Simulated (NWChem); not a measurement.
All runs are NWChem calculations. System: CH$_{6}$OPbSi, charge 0, spin multiplicity 1, at a geometry optimised with B3LYP/def2-SVP with def2 effective core potentials on Pb. The structure started from a generated list of species. Level: M06-2X/def2-TZVP with def2 effective core potentials on Pb.

Job file:

```
start mol
memory heap 200 mb stack 800 mb global 1000 mb
geometry units angstroms nocenter noautoz noautosym
  Pb     0.109736     0.188725     0.574125
  O      1.642357    -0.378534    -0.777093
  C      1.592844    -0.825725    -2.098793
  H      0.565649    -0.901391    -2.511867
  H      2.163947    -0.146453    -2.763342
  H      2.057319    -1.828264    -2.190009
  Si    -2.066393    -0.256979    -1.164526
  H     -2.169018    -1.678388    -1.634285
  H     -2.022055     0.601635    -2.394496
  H     -3.360564     0.057702    -0.471393
end
basis spherical
  * library def2-tzvp
end
ecp
  Pb library def2-ecp
end
dft
  xc m06-2x
  semidirect memsize 60000000 filesize 0
  iterations 100
  grid fine
end
task dft energy
```

NWChem printed:

```
             Northwest Computational Chemistry Package (NWChem) 7.3.0
             --------------------------------------------------------

                                NWChem Input Module
                                -------------------

 Scaling coordinates for geometry "geometry" by  1.889725989
 (inverse scale =  0.529177249)

                             Geometry "geometry" -> ""
                             -------------------------

 Output coordinates in angstroms (scale by  1.889725989 to convert to a.u.)

  No.       Tag          Charge          X              Y              Z
 ---- ---------------- ---------- -------------- -------------- --------------
    1 Pb                  82.0000     0.10973600     0.18872500     0.57412500
    2 O                    8.0000     1.64235700    -0.37853400    -0.77709300
    3 C                    6.0000     1.59284400    -0.82572500    -2.09879300
    4 H                    1.0000     0.56564900    -0.90139100    -2.51186700
    5 H                    1.0000     2.16394700    -0.14645300    -2.76334200
    6 H                    1.0000     2.05731900    -1.82826400    -2.19000900
    7 Si                  14.0000    -2.06639300    -0.25697900    -1.16452600
    8 H                    1.0000    -2.16901800    -1.67838800    -1.63428500
    9 H                    1.0000    -2.02205500     0.60163500    -2.39449600
   10 H                    1.0000    -3.36056400     0.05770200    -0.47139300

 Effective nuclear repulsion energy (a.u.)     619.3757764589

            Nuclear Dipole moment (a.u.)
            ----------------------------
        X                 Y               Z
 ---------------- ---------------- ----------------
     0.0000907068    -0.0000699199    -0.0000151178


 Summary of "ao basis" -> "" (spherical)
 ------------------------------------------------------------------------------
       Tag                 Description            Shells   Functions and Types
 ---------------- ------------------------------  ------  ---------------------
 *                         def2-tzvp                  on all atoms

                                 NWChem DFT Module
                                 -----------------

 Summary of "ao basis" -> "ao basis" (spherical)
 ------------------------------------------------------------------------------
       Tag                 Description            Shells   Functions and Types
 ---------------- ------------------------------  ------  ---------------------
 Pb                        def2-tzvp                16       50   6s5p3d2f
 O                         def2-tzvp                11       31   5s3p2d1f
 C                         def2-tzvp                11       31   5s3p2d1f
 H                         def2-tzvp                 4        6   3s1p
 Si                        def2-tzvp                13       37   5s5p2d1f

 Summary of "ao basis" -> "ao basis" (spherical)
 ------------------------------------------------------------------------------
       Tag                 Description            Shells   Functions and Types
 ---------------- ------------------------------  ------  ---------------------
 Pb                        def2-tzvp                16       50   6s5p3d2f
 O                         def2-tzvp                11       31   5s3p2d1f
 C                         def2-tzvp                11       31   5s3p2d1f
 H                         def2-tzvp                 4        6   3s1p
 Si                        def2-tzvp                13       37   5s5p2d1f
[...]
 Grid integrated density:      55.999992732811
 Requested integration accuracy:   0.10E-06
 d= 0,ls=0.0,diis     4   -599.1438720461 -5.58D-03  3.08D-04  4.32D-03    45.9
 Grid integrated density:      55.999993252963
 Requested integration accuracy:   0.10E-06
 d= 0,ls=0.0,diis     5   -599.1427841641  1.09D-03  3.22D-04  4.42D-04    55.4
 Grid integrated density:      55.999993371238
 Requested integration accuracy:   0.10E-06
  Resetting Diis
 d= 0,ls=0.0,diis     6   -599.1429100834 -1.26D-04  1.36D-04  4.01D-05    65.0
 Grid integrated density:      55.999993427677
 Requested integration accuracy:   0.10E-06
 d= 0,ls=0.0,diis     7   -599.1429232823 -1.32D-05  2.52D-05  7.81D-06    74.4
 Grid integrated density:      55.999993444276
 Requested integration accuracy:   0.10E-06
 d= 0,ls=0.0,diis     8   -599.1429239998 -7.18D-07  8.38D-06  4.91D-06    83.8

         Total DFT energy =     -599.142923999779
      One electron energy =    -1357.105902248320
           Coulomb energy =      579.865059767956
    Exchange-Corr. energy =      -53.006822554444
 Nuclear repulsion energy =      231.104741035029

 Numeric. integr. density =       55.999993444276

     Total iterative time =     81.2s

                       DFT Final Molecular Orbital Analysis
                       ------------------------------------

 Vector   26  Occ=2.000000D+00  E=-3.247222D-01
              MO Center=  1.3D+00, -4.3D-01, -1.0D+00, r^2= 2.7D+00
   Bfn.  Coefficient  Atom+Function         Bfn.  Coefficient  Atom+Function
  ----- ------------  ---------------      ----- ------------  ---------------
    56      0.377134   2 O  px               59      0.325033   2 O  px
    62      0.265955   2 O  px              115      0.184232   4 H  s
   114      0.156119   4 H  s                87     -0.144799   3 C  px
    12     -0.134979   1 Pb pz                6      0.123030   1 Pb s
    18      0.118133   1 Pb pz               90     -0.117722   3 C  px

 Vector   27  Occ=2.000000D+00  E=-3.216815D-01
              MO Center=  1.6D+00, -5.1D-01, -1.2D+00, r^2= 2.0D+00
   Bfn.  Coefficient  Atom+Function         Bfn.  Coefficient  Atom+Function
  ----- ------------  ---------------      ----- ------------  ---------------
    57      0.364120   2 O  py               60      0.310061   2 O  py
    63      0.274519   2 O  py               88     -0.144737   3 C  py
   120     -0.143920   5 H  s               126      0.143688   6 H  s
    58     -0.124190   2 O  pz               91     -0.123431   3 C  py
   121     -0.120693   5 H  s               127      0.120582   6 H  s

 Vector   28  Occ=2.000000D+00  E=-2.635401D-01
              MO Center= -8.9D-01, -1.2D-02, -2.1D-01, r^2= 4.4D+00
   Bfn.  Coefficient  Atom+Function         Bfn.  Coefficient  Atom+Function
  ----- ------------  ---------------      ----- ------------  ---------------
   145     -0.254776   7 Si px               18      0.244183   1 Pb pz
     5      0.236675   1 Pb s                12     -0.214352   1 Pb pz
    16      0.209218   1 Pb px              135     -0.202776   7 Si s
   147     -0.195902   7 Si pz                3     -0.177159   1 Pb s
    10     -0.175787   1 Pb px                6      0.174347   1 Pb s

 Vector   29  Occ=0.000000D+00  E=-7.320659D-02
              MO Center= -2.7D-02,  1.6D-01,  4.7D-01, r^2= 4.7D+00
   Bfn.  Coefficient  Atom+Function         Bfn.  Coefficient  Atom+Function
  ----- ------------  ---------------      ----- ------------  ---------------
    17      0.436985   1 Pb py               20      0.415652   1 Pb py
    11     -0.326942   1 Pb py               14      0.227110   1 Pb py
    18     -0.149708   1 Pb pz               21     -0.142361   1 Pb pz
    63     -0.132392   2 O  py               57     -0.123090   2 O  py
    12      0.111981   1 Pb pz              176     -0.109844   9 H  s

 Vector   30  Occ=0.000000D+00  E=-2.505354D-03
              MO Center= -2.5D-01,  2.3D-01,  6.3D-01, r^2= 6.7D+00
   Bfn.  Coefficient  Atom+Function         Bfn.  Coefficient  Atom+Function
  ----- ------------  ---------------      ----- ------------  ---------------
    19      0.734333   1 Pb px               21     -0.455089   1 Pb pz
    86     -0.431950   3 C  s                55     -0.237272   2 O  s
   135      0.236976   7 Si s                20     -0.205055   1 Pb py
    10     -0.202594   1 Pb px              182      0.180702  10 H  s
     5      0.173320   1 Pb s                16      0.165952   1 Pb px

 Vector   31  Occ=0.000000D+00  E= 1.489998D-02
              MO Center= -2.8D-01,  2.4D-01,  6.5D-01, r^2= 9.5D+00
   Bfn.  Coefficient  Atom+Function         Bfn.  Coefficient  Atom+Function
  ----- ------------  ---------------      ----- ------------  ---------------
   135      0.972527   7 Si s                21      0.941860   1 Pb pz
     6     -0.729283   1 Pb s               148      0.675864   7 Si px
    19      0.511598   1 Pb px              150      0.432937   7 Si pz
    16      0.329369   1 Pb px               20      0.287656   1 Pb py
    86      0.266294   3 C  s                 3      0.237727   1 Pb s

 center of mass
 --------------
 x =   0.05325137 y =   0.08519271 z =   0.26002117

 moments of inertia (a.u.)
 ------------------
         778.772315971070          33.149956511922         -60.344053326478
          33.149956511922        1486.897897085035        -224.061374038271
         -60.344053326478        -224.061374038271         898.080812518845

     Multipole analysis of the density
     ---------------------------------

     L   x y z        total         alpha         beta         nuclear
     -   - - -        -----         -----         ----         -------
     0   0 0 0     -0.000000    -28.000000    -28.000000     56.000000

     1   1 0 0     -0.204909      6.118630      6.118630    -12.442168
     1   0 1 0      0.306128     10.852255     10.852255    -21.398382
     1   0 0 1      0.854216     32.975284     32.975284    -65.096351

     2   2 0 0    -48.541267   -249.547960   -249.547960    450.554653
     2   1 1 0     -0.056780     13.065317     13.065317    -26.187414
     2   1 0 1     -2.012127     -6.133090     -6.133090     10.254054
     2   0 2 0    -39.558004    -45.319486    -45.319486     51.080969
     2   0 1 1     -0.604622    -48.998602    -48.998602     97.392582
     2   0 0 2    -41.526430   -172.294697   -172.294697    303.062963

 Task  times  cpu:       83.9s     wall:       83.9s

 Total times  cpu:       83.9s     wall:       83.9s
```
